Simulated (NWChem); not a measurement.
System: C2H5ClSi; SMILES C=C([SiH3])Cl

The following NWChem deck was run.

```
start job
memory heap 200 mb stack 900 mb global 1100 mb
geometry units angstroms noautosym nocenter noautoz
  C      1.801764     0.296516     0.000000
  C      0.467818     0.114921     0.000000
  Si    -0.430106    -1.547477     0.000000
  Cl    -0.621908     1.499465     0.000000
  H      2.470446    -0.578725     0.000000
  H      2.258444     1.299341     0.000000
  H     -1.297783    -1.650331    -1.221856
  H      0.593730    -2.648830     0.000000
  H     -1.297783    -1.650331     1.221856
end
basis spherical
  C library cc-pvtz
  Si library cc-pvtz
  Cl library cc-pvtz
  H library cc-pvtz
end
dft
  xc xcamb88 1.00 lyp 0.81 vwn_5 0.19 hfexch 1.00
  cam 0.33 cam_alpha 0.19 cam_beta 0.46
  iterations 150
  semidirect filesize 400000000
end
property
  efieldgrad
end
task dft property
```

Coordinates come from a PBE-D3(BJ)/def2-SVP optimisation.

Vzz is the largest principal value of the second derivative of the potential at the nucleus (NWChem prints the opposite sign); η is the asymmetry. Non-relativistic.

Atoms are numbered as in the input.

What results follow from this input? (CAM-B3LYP/cc-pVTZ.) Quantities: Vzz Cl4 (a.u.); η Cl4.


```yaml
Vzz Cl4 (a.u.): 3.563
"η Cl4": 0.08
```
